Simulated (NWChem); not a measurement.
Species: C3H8N, doublet; SMILES CC(C)[NH]

```xyz
12

C      0.8167     1.1426     0.1064
C     -0.0948    -0.0103    -0.3299
C      0.4499    -1.3664     0.0962
N     -1.4378     0.1598     0.1503
H      1.8376     1.0030    -0.2801
H      0.8727     1.1921     1.2052
H      0.4438     2.1117    -0.2614
H     -0.1360     0.0160    -1.4433
H      1.4470    -1.5538    -0.3306
H      0.5270    -1.4175     1.1937
H     -0.2268    -2.1698    -0.2290
H     -1.7315     1.1038    -0.1424
```
Atoms are numbered in this order, from 1.

All runs: NWChem. Pople sets run with spherical d functions. Spin-unrestricted. All runs use the structure optimised with PBE0/def2-SVP, spin-unrestricted. No stability test was run on the SCF state.

Q: Taking B3LYP/6-311++G** as the yardstick, which of these has the fewest basis functions while keeping “dipole (D)” within 0.1 D of it: B3LYP/6-31G*; B3LYP/3-21G; B3LYP/STO-3G; B3LYP/6-31+G*; B3LYP/6-311G**?

A: B3LYP/6-31+G* (a larger set in the list lies outside the tolerance).
```tsv
level	basis functions	dipole (D)	relative time (rough)
B3LYP/STO-3G	28	1.75	1
B3LYP/3-21G	52	1.94	1
B3LYP/6-31G*	72	1.87	4
B3LYP/6-31+G*	88	2.14	5
B3LYP/6-311G**	120	1.88	8
B3LYP/6-311++G**	144	2.08	10
```

The yardstick is one finite set, not the basis-set limit.
